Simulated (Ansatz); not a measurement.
## Molecular dynamics of FH$_{4}$NSi$_{2}$

input.yaml

```yaml
crystal:
  periodic: [false, false, false]
  atoms:
    - { symbol: "N", position_ang: [2.120434, 1.035955, -0.102206] }
    - { symbol: Si, position_ang: [1.027622, -0.07315, 0.234776] }
    - { symbol: F, position_ang: [1.540681, -1.410389, 0.996514] }
    - { symbol: Si, position_ang: [-1.294653, -0.335861, -0.084248] }
    - { symbol: H, position_ang: [1.910298, 1.910844, -0.576278] }
    - { symbol: H, position_ang: [-1.993427, 0.793846, 0.591931] }
    - { symbol: H, position_ang: [-1.577511, -0.28338, -1.546772] }
    - { symbol: H, position_ang: [-1.733435, -1.637874, 0.486292] }
basis:
  gaussian: { orbitals: def2-SVP }
hamiltonian:
  xc: b3lyp
md:
  timestep: 0.5
  n_steps: 400
  ensemble: nve
  temperature: 300.0
  initial_velocities: maxwell_boltzmann
  seed: 672551
scf:
  lower_state_search: "off"
```

Command:

```bash
$ ansatz run input.yaml --threads 2 --pin off --max-ram 3072MiB --backend cpu --events-out ev --progress --plain --runs-dir out
```

It starts from a relaxed structure.

Output, in part (step lines, the closing report, with atoms numbered from 0):

```
md step     0: t =     0.00 fs  T =   300.0 K  F+E_penalty+E_count = -20020.36286972 eV  E_kin = 0.232668 eV  conserved = -20020.13020172 eV  (15 SCF iters)
md step     1: t =     0.50 fs  T =   295.2 K  F+E_penalty+E_count = -20020.35907469 eV  E_kin = 0.228936 eV  conserved = -20020.13013839 eV  (21 SCF iters)
md step     2: t =     1.00 fs  T =   281.7 K  F+E_penalty+E_count = -20020.34845813 eV  E_kin = 0.218437 eV  conserved = -20020.13002099 eV  (21 SCF iters)
md step     3: t =     1.50 fs  T =   261.6 K  F+E_penalty+E_count = -20020.33278078 eV  E_kin = 0.202905 eV  conserved = -20020.12987591 eV  (21 SCF iters)
md step     4: t =     2.00 fs  T =   237.9 K  F+E_penalty+E_count = -20020.31427073 eV  E_kin = 0.184541 eV  conserved = -20020.12973007 eV  (21 SCF iters)
md step     5: t =     2.50 fs  T =   213.5 K  F+E_penalty+E_count = -20020.29519979 eV  E_kin = 0.165595 eV  conserved = -20020.12960439 eV  (15 SCF iters)
md step     6: t =     3.00 fs  T =   190.9 K  F+E_penalty+E_count = -20020.27753855 eV  E_kin = 0.148026 eV  conserved = -20020.12951298 eV  (15 SCF iters)
md step     7: t =     3.50 fs  T =   171.8 K  F+E_penalty+E_count = -20020.26272893 eV  E_kin = 0.133268 eV  conserved = -20020.12946108 eV  (15 SCF iters)
[... lines left out ...]
md step   397: t =   198.50 fs  T =   111.3 K  F+E_penalty+E_count = -20020.21581840 eV  E_kin = 0.086336 eV  conserved = -20020.12948219 eV  (15 SCF iters)
md step   398: t =   199.00 fs  T =   107.5 K  F+E_penalty+E_count = -20020.21283499 eV  E_kin = 0.083379 eV  conserved = -20020.12945560 eV  (15 SCF iters)
md step   399: t =   199.50 fs  T =   108.5 K  F+E_penalty+E_count = -20020.21363570 eV  E_kin = 0.084183 eV  conserved = -20020.12945240 eV  (15 SCF iters)
md step   400: t =   200.00 fs  T =   114.5 K  F+E_penalty+E_count = -20020.21825801 eV  E_kin = 0.088779 eV  conserved = -20020.12947945 eV  (15 SCF iters)
Total energy: -20020.21850376 eV, -735.7294598215 hartree
Atom 0 at     2.194130     1.019467    -0.120861 Å, force    -0.467210    -0.643802     0.329778 eV/Å
Atom 1 at     1.012967    -0.000085     0.263587 Å, force     0.940837    -0.963236     0.190756 eV/Å
Atom 2 at     1.492768    -1.437841     0.956528 Å, force    -0.342292     1.146767    -0.440091 eV/Å
Atom 3 at    -1.281347    -0.377736    -0.077470 Å, force    -1.347874     0.851976     0.493913 eV/Å
Atom 4 at     2.043170     1.906709    -0.579471 Å, force    -0.085943     0.345781    -0.121613 eV/Å
Atom 5 at    -2.152290     0.852313     0.367798 Å, force     0.817527    -0.837179    -0.189188 eV/Å
Atom 6 at    -1.620261    -0.519693    -1.523003 Å, force     0.239465    -0.156553    -0.035947 eV/Å
Atom 7 at    -1.748137    -1.578391     0.711135 Å, force     0.245489     0.256248    -0.227608 eV/Å
Dipole moment:    -0.614761     0.170549    -0.167607 e Å
```

The steps, from the saved trajectory:

```tsv
time (fs)	T (K)	potential energy less start (eV)	conserved less start (meV/atom)
0	300	0.000	0.00
6.5	146	0.120	0.06
13	100	0.156	0.07
19.5	177	0.096	0.08
26	92	0.162	0.11
32.5	128	0.134	0.08
39	217	0.064	0.02
45.5	114	0.145	0.03
52	149	0.117	0.04
58.5	205	0.074	0.04
65	77	0.173	0.09
71.5	113	0.146	0.11
78	144	0.122	0.08
84.5	121	0.139	0.05
91	188	0.087	0.04
97.5	211	0.069	0.02
104	160	0.109	0.03
110.5	160	0.109	0.07
117	126	0.136	0.11
123.5	92	0.162	0.10
130	164	0.106	0.06
136.5	187	0.088	0.05
143	175	0.097	0.02
149.5	186	0.088	0.02
156	138	0.126	0.07
162.5	124	0.137	0.09
169	128	0.134	0.09
175.5	122	0.139	0.08
182	110	0.148	0.07
188.5	185	0.089	0.02
195	188	0.087	0.02
```

The run went to its last step. The conserved energy stayed within 0.13 meV per atom of its start (net change 0.09 meV per atom), so the integration is sound. Over the second half the temperature averaged 0.50 of the 300 K drawn at the start: a run that starts near a minimum puts about half its kinetic energy into the potential. A run of 0.2 ps of so small a system gives no equilibrium averages.

The same pairs are bonded in the first frame and the last. Pairs count as bonded within 1.25 times the sum of covalent radii (0.12 Å more for H–H).

Last frame:

```xyz
8
Properties=species:S:1:pos:R:3
N 2.194 1.020 -0.121
Si 1.013 0.000 0.264
F 1.493 -1.438 0.957
Si -1.281 -0.378 -0.077
H 2.043 1.907 -0.580
H -2.152 0.852 0.368
H -1.620 -0.520 -1.523
H -1.748 -1.578 0.711
```

Run time: 12 min on 2 threads of Arm Neoverse N1, with other jobs on the host, peak memory 0.17 GiB.
